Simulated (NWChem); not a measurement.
## Atomisation of 1,2,4-triazole (C₂H₃N₃)

```
N
H 1 1.0129
N 1 1.3348 2 120.30
C 3 1.3195 1 102.14 2 180.00
C 1 1.3471 2 129.14 3 180.00
N 5 1.3137 1 109.57 2 180.00
H 4 1.0897 3 121.65 1 180.00
H 5 1.0899 6 126.97 4 180.00
```
Charge 0, spin multiplicity 1.

The numbers come from NWChem runs, not from measurements. The geometry was optimised at PBE0/def2-SVP, a minimum by its harmonic frequencies.

Basis set: def2-TZVP. The atomisation energy is electronic alone: no zero-point, thermal, spin-orbit or counterpoise terms. No value is extrapolated to the basis-set limit. Free atoms are single determinants with multiplicities C 3, N 4, H 2. Correlated methods freeze the same cores in atoms and molecule, 5 orbitals in all.

```csv
method,atomisation energy (kcal/mol),relative cost
LDA (SVWN5),989.6,1
B3LYP,821.6,under 3
PBE0,833.0,under 3
BP86,868.4,under 3
PBE,868.3,under 3
BLYP,832.4,under 3
HF,504.1,under 3
MP2,811.3,3
LC-wPBE (omega 0.3 per bohr),847.9,20
```

The values span 485.4 kcal/mol, from HF (lowest) to LDA (SVWN5) (highest). Relative cost: rough, from shared machines, SCF included, LDA (SVWN5) = 1. Costs are the molecule's.

B3LYP has NWChem's definition, with VWN1-RPA local correlation. GW and range-separated runs recompute their integrals, the others keep them in memory, which bears on the times. The stability of the SCF solutions was not checked. Open-shell Hartree-Fock references start from PBE0 orbitals; any time given for them includes that run.
